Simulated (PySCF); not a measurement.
Computed IR spectrum (relative IR intensity) of a molecule C4H10OSi. The structure is a stationary point at PBE-D3(BJ)/def2-SVP. Other conformers were not sampled. Level of theory: PBE-D3(BJ)/def2-SVP in PySCF 2.14.0. Frequencies are harmonic and unscaled.

Lines under 2 % of the strongest are left out, and lines within 2 cm⁻¹ are merged.

```
ν (cm⁻¹)  relative intensity
--------  ------------------
342                      2.1
516                      3.5
605                       18
618                      9.7
802                      3.5
840                       22
876                      100
882                       18
908                       16
913                       19
972                      2.7
1008                      55
1061                     5.2
1188                     2.7
1216                     3.1
1331                     4.4
1396                     3.2
1408                     4.3
2141                      56
2167                      45
2178                      56
2937                      45
2958                     8.5
2992                      14
2999                      19
3049                     7.8
3060                      14
```

Q: Identify the compound among the candidates.
A. C=C[Si](C)(C)O
B. C[C@@]1([SiH3])CCO1
C. C[C@@H]1[C@@H](O)[C@@H]1[SiH3]
D. C=C(C)[Si@@H](C)O

A: B, C[C@@]1([SiH3])CCO1
